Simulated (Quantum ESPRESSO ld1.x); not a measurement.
Problem. Coherent X-ray form factor from a spherical all-electron density. All-electron calculation, scalar-relativistic Kohn-Sham, LDA (Slater exchange, VWN5 correlation), spin-unpolarised, spherical densities, point nucleus. Program: ld1.x of Quantum ESPRESSO 7.5.

sin(theta)/lambda (1/angstrom),f0 (electrons)
0.05,6.861
0.1,6.472
0.15,5.906
0.2,5.252
0.25,4.589
0.3,3.976
0.4,2.995
0.5,2.352
0.6,1.959
0.8,1.570
1,1.373
1.25,1.178
1.5,0.991
2,0.669

The species is in the configuration that NIST lists as its ground one. Which atom or ion scatters so?

Solution. The oxygen ion O+, [He] 2s2 2p3. Extrapolating in s^2 from the first two rows gives f0(0) = 7.0, near the electron count 7; among species with that count, the fall with angle is slower the higher Z, and the table is that of Z = 8; from so few rows the species is fixed only to a neighbour or two.
